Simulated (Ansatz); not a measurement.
Basis-set extrapolation for C$_{2}$H$_{5}$BO$_{2}$ (`B1COCO1`) (PBE0-D4/def2-TZVP geometry, frozen core, the Gaussian-basis code of Ansatz). Multiplicity 1, RHF reference.

```
                      def2-TZVPP   def2-QZVPP
                 HF  -253.186572  -253.198450
    MP2 correlation    -0.893813    -0.959229
CCSD(T) correlation    -0.959339      not run
```

Energies in hartree. Use E(X) = E(∞) + A·exp(−7.88·√X) for Hartree–Fock and E(X) = E(∞) + B·X^(−2.97) for correlation, with X = 3 and 4, and add CCSD(T) minus MP2 of the smaller set to the MP2 limit.

Question: What is the CCSD(T) energy at the basis-set limit?

Answer: HF limit: -253.198450 + (-0.011878) × 0.13774 = -253.20009. MP2 limit: -0.959229 + (-0.065416) × 0.74074 = -1.00769. Higher-order term: -0.959339 − (-0.893813) = -0.06553. Total: -254.27331 hartree, 334.5 kJ/mol below CCSD(T)/def2-TZVPP.
